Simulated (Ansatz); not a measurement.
`C=C[SiH2]O[SiH](F)F` + `[AlH2][SH]` → `C=C[SiH2][S][AlH2]` + `O[SiH](F)F`  (ligand exchange at the Si–O bond)

Program: Ansatz. Geometries: PBE0-D4/def2-TZVP. ΔE: electronic, gas phase. CCSD(T)/CBS adds triple-zeta CCSD(T) − MP2 to the extrapolated MP2 energy (def2 sets, frozen cores). This one scheme is used for every species. DFT in def2-TZVPP. B3LYP here is the variant with VWN-RPA as its local correlation; programs differ in this. Each species was taken in one conformer, which may not be the lowest.

`C=C[SiH2]O[SiH](F)F`:

Z-matrix (Å, degrees):
```
Si
C 1 1.849
O 1 1.647 2 110.1
H 1 1.486 2 110.7 3 120.5
H 1 1.484 2 111.1 3 -118.5
C 2 1.330 1 124.2 3 0.3
H 2 1.090 1 117.6 3 -179.5
Si 3 1.597 1 154.0 2 74.7
H 6 1.086 2 121.9 1 -179.8
H 6 1.086 2 122.1 1 0.2
F 8 1.584 3 109.6 1 -86.6
F 8 1.582 3 110.5 1 30.6
H 8 1.464 3 111.6 1 152.6
```

`[AlH2][SH]`:

Z-matrix (Å, degrees):
```
Al
S 1 2.181
H 1 1.579 2 116.5
H 1 1.581 2 118.9 3 -180.0
H 2 1.344 1 93.7 3 180.0
```

`C=C[SiH2][S][AlH2]`:

Z-matrix (Å, degrees):
```
Si
C 1 1.860
S 1 2.139 2 111.5
H 1 1.487 2 109.3 3 -122.9
H 1 1.486 2 110.3 3 118.3
C 2 1.329 1 124.7 3 -6.0
H 2 1.090 1 117.1 3 174.3
Al 3 2.182 1 98.0 2 -75.0
H 6 1.086 2 122.1 1 -179.7
H 6 1.087 2 121.5 1 -0.4
H 8 1.579 3 116.5 1 175.5
H 8 1.580 3 119.3 1 -5.0
```

`O[SiH](F)F`:

Cartesian coordinates in Å:
```
O 0.131 0.907 0.884
Si -0.024 -0.378 -0.081
F 1.127 -0.421 -1.168
F -1.379 -0.318 -0.900
H 0.131 1.795 0.524
H 0.014 -1.586 0.742
```

```
             level  ΔE (kJ/mol)  difference from CCSD(T)/CBS
           PBE0-D4         34.7                         -9.6
          B3LYP-D4         50.6                          6.3
           ωB97M-V         44.8                          0.5
     HF/def2-TZVPP         71.3                         27.0
    MP2/def2-TZVPP         40.3                         -4.0
   CCSD/def2-TZVPP         52.5                          8.2
    MP2/def2-QZVPP         39.4                         -4.9
SCS-MP2/def2-QZVPP         47.9                          3.6
      HF/CBS(def2)         74.0                         29.7
     MP2/CBS(def2)         37.3                         -7.0
       CCSD(T)/CBS         44.3                            0
```

Largest T1 diagnostic among the species: 0.012.

The D4 term adds −4.3 kJ/mol with B3LYP and −1.9 kJ/mol with PBE0; it sums over pairs of atoms, weighted by their polarisabilities, and B3LYP, whose exchange is more repulsive, gets the larger term. From PBE to PBE0 (25 % exact exchange), in def2-TZVPP and without D4, ΔE moves by +3.7 kJ/mol.
